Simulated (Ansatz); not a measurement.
H6InNSi, 9 atoms. The species carries charge 0 and has multiplicity 1. Correlated methods include outer-core shells of In, which these sets cover unevenly. In takes the def2 core potential. The bonds changed during the relaxation, so this is another structure than the one it started from. All runs use 2 threads of an Arm Neoverse V1 on a shared host. Correlated methods freeze the cores.

Task: Give the basis size and wall time and peak host memory of each of these runs in Ansatz. RHF-MP2/def2-QZVPP energy; RKS PBE0-D4/def2-TZVP relaxation (8 steps); RKS PBE0-D4/def2-TZVP frequencies; RHF-CCSD(T)/def2-TZVPP energy; RHF-CCSD(T)/def2-SVP energy; RKS LC-ωPBE/def2-TZVPP energy; RKS PBE0-D4/def2-SVP energy; RKS PBE0-D4/def2-TZVPP energy; RKS PBE0-D4/def2-QZVPP energy; RKS ωB97M-V/def2-SVP energy; RKS PBE-D4/def2-TZVPP energy and forces; RKS ωB97M-V/def2-QZVPP energy. (Estimate.)

Result: The calculation gave: Other jobs shared the machine, so times are rough.

| level | job | functions | wall time | peak host memory (GiB) |
| --- | --- | --- | --- | --- |
| RKS PBE0-D4/def2-SVP | energy | 88 | 1.7 s | 0.17 |
| RKS PBE-D4/def2-TZVPP | energy and forces | 207 | 3.5 s | 0.23 |
| RKS LC-ωPBE/def2-TZVPP | energy | 207 | 3.5 s | 0.33 |
| RHF-CCSD(T)/def2-SVP | energy | 88 | 4.1 s | 0.31 |
| RKS PBE0-D4/def2-TZVPP | energy | 207 | 4.7 s | 0.43 |
| RKS ωB97M-V/def2-SVP | energy | 88 | 7.5 s | 0.26 |
| RKS PBE0-D4/def2-QZVPP | energy | 389 | 11 s | 1 |
| RHF-MP2/def2-QZVPP | energy | 389 | 27 s | 1.7 |
| RKS ωB97M-V/def2-QZVPP | energy | 389 | 28 s | 1.3 |
| RKS PBE0-D4/def2-TZVP | relaxation (8 steps) | 154 | 35 s | 0.34 |
| RHF-CCSD(T)/def2-TZVPP | energy | 207 | 110 s | 2.9 |
| RKS PBE0-D4/def2-TZVP | frequencies | 154 | 2.4 min | 0.34 |

LC-ωPBE has ω = 0.4 bohr⁻¹.
